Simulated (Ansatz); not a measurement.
C₂H₈AsGa, singlet, at a GFN2-xTB geometry (such geometries of metal compounds can be far from the true shape). Base run: SVWN5/6-31G (Ansatz, a quantum-chemistry and plane-wave program).

Here is a job for Ansatz.
Ansatz 0.2 input:
```yaml
crystal:
  periodic: [false, false, false]
  atoms:
    - {symbol: Ga, position_ang: [0.41134409, -0.56738828, 0.35285170]}
    - {symbol: C, position_ang: [2.18358417, -1.24807119, -0.44447018]}
    - {symbol: H, position_ang: [2.08508967, -2.27947158, -0.80004424]}
    - {symbol: H, position_ang: [2.98808853, -1.24152256, 0.29780563]}
    - {symbol: H, position_ang: [2.50593038, -0.63357006, -1.29263499]}
    - {symbol: C, position_ang: [-0.31834019, -1.52571280, 2.02293460]}
    - {symbol: H, position_ang: [-0.59825314, -2.55939518, 1.79183208]}
    - {symbol: H, position_ang: [-1.20733864, -1.02234374, 2.41957394]}
    - {symbol: H, position_ang: [0.42763898, -1.56773446, 2.82282014]}
    - {symbol: As, position_ang: [-0.83362992, 1.28794510, -0.69983659]}
    - {symbol: H, position_ang: [-2.06946727, 0.43296341, -0.53463662]}
    - {symbol: H, position_ang: [-0.56503154, 0.60062655, -2.01929770]}
basis:
  gaussian:
    orbitals: 6-31G
hamiltonian:
  xc: {name: SVWN5}
```

The base run was repeated with changes; each row names its change, and settings that it needs were set with it.

| change | basis functions | E (Eh) |
|---|---|---|
| base | 92 | -4233.94990 |
| basis = STO-3G | 54 | -4185.40660 |
| basis = 3-21G | 80 | -4214.07601 |
| basis = 6-31G* | ___ | ___ |
| basis = pcseg-1 | ___ | ___ |
| basis = def2-SVPD | 180 | -4234.10810 |
| basis = aug-pcseg-1 | 190 | -4234.24346 |
| basis = def2-TZVP | 206 | -4234.71925 |
| basis = def2-TZVPD | ___ | ___ |
| basis = cc-pVTZ | 258 | -4234.79575 |
| basis = pcseg-2 | 258 | ___ |
| basis = pc-2 | 258 | -4234.84675 |
| basis = def2-TZVPP | 270 | -4234.72270 |

Problem. Some entries are withheld; supply them.

Solution. 
- basis = 6-31G*, basis functions: 116
- basis = 6-31G*, E (Eh): -4234.12840
- basis = pcseg-1, basis functions: 122
- basis = pcseg-1, E (Eh): -4234.23793
- basis = def2-TZVPD, basis functions: 254
- basis = def2-TZVPD, E (Eh): -4234.72074
- basis = pcseg-2, E (Eh): -4234.83518

Totals compare only among sets that treat the same electrons; sets with core potentials leave the core out.
